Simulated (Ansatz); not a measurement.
`O[SiH](O)[AlH2]` + `CC[SiH2]O[SiH3]` → `[AlH2][SiH2]O[SiH3]` + `CC[SiH](O)O`  (redistribution)

Program: Ansatz. Geometries: PBE0-D4/def2-TZVP. ΔE: electronic, gas phase. CCSD(T)/CBS adds triple-zeta CCSD(T) − MP2 to the extrapolated MP2 energy (def2 sets, frozen cores). Each species was taken in one conformer, which may not be the lowest.

`O[SiH](O)[AlH2]`:

```xyz
9

O    -0.903    0.491    1.665
Si   -0.617   -0.470    0.346
O     0.302   -1.800    0.703
Al    0.450    0.850   -1.462
H    -0.194    1.056    1.973
H    -1.949   -1.038    0.030
H     1.245   -1.678    0.823
H     1.889    1.490   -1.196
H    -0.222    1.098   -2.882
```

`CC[SiH2]O[SiH3]`:

Z-matrix (Å, degrees):
```
C
C 1 1.526
H 1 1.093 2 111.4
H 1 1.093 2 111.6 3 120.1
H 1 1.093 2 111.4 3 -119.7
Si 2 1.866 1 113.9 3 60.7
H 2 1.096 1 110.5 3 -61.7
H 2 1.097 1 110.6 3 -178.4
O 6 1.641 2 110.9 1 -57.8
H 6 1.490 2 110.1 1 -178.8
H 6 1.487 2 110.4 1 60.5
Si 9 1.631 6 146.0 2 -56.7
H 12 1.483 9 108.5 6 178.1
H 12 1.488 9 110.3 6 58.3
H 12 1.487 9 110.5 6 -61.8
```

`[AlH2][SiH2]O[SiH3]`:

Cartesian coordinates in Å:
```
Al -1.111 -2.344 1.052
Si 0.553 -0.777 0.133
O -0.140 0.679 -0.215
Si 0.203 2.173 -0.785
H -2.634 -1.934 1.235
H -0.642 -3.805 1.471
H 1.683 -0.559 1.090
H 1.186 -1.323 -1.108
H -1.037 2.985 -0.732
H 0.685 2.092 -2.190
H 1.255 2.814 0.048
```

`CC[SiH](O)O`:

Cartesian coordinates in Å:
```
C -0.256 -0.757 1.623
C -0.253 -0.880 0.101
Si -0.096 0.749 -0.780
O -0.152 0.595 -2.419
O 1.332 1.387 -0.262
H 0.671 -0.306 1.982
H -1.081 -0.128 1.970
H -0.364 -1.731 2.106
H -1.172 -1.364 -0.250
H 0.572 -1.526 -0.225
H -1.219 1.675 -0.484
H 0.480 0.003 -2.829
H 1.540 2.282 -0.533
```

```tsv
species	MP2/def2-QZVPP energy (Eh)
`O[SiH](O)[AlH2]`	-684.41553
`CC[SiH2]O[SiH3]`	-735.40327
`[AlH2][SiH2]O[SiH3]`	-899.49010
`CC[SiH](O)O`	-520.33517
```

(1) Work out ΔE.

Largest T1 diagnostic among the species: 0.013.

Results:

(1) ΔE = (-899.49010) + (-520.33517) − (-684.41553) − (-735.40327) = -0.00647 Eh = -17.0 kJ/mol. CCSD(T)/CBS gives -17.4 kJ/mol.

In def2-TZVPP, CCSD(T) changes the Hartree–Fock value by +3.6 kJ/mol (the triples alone add +1.2 kJ/mol) and MP2 by +4.5 kJ/mol. From PBE to PBE0 (25 % exact exchange), in def2-TZVPP and without D4, ΔE moves by −3.2 kJ/mol.
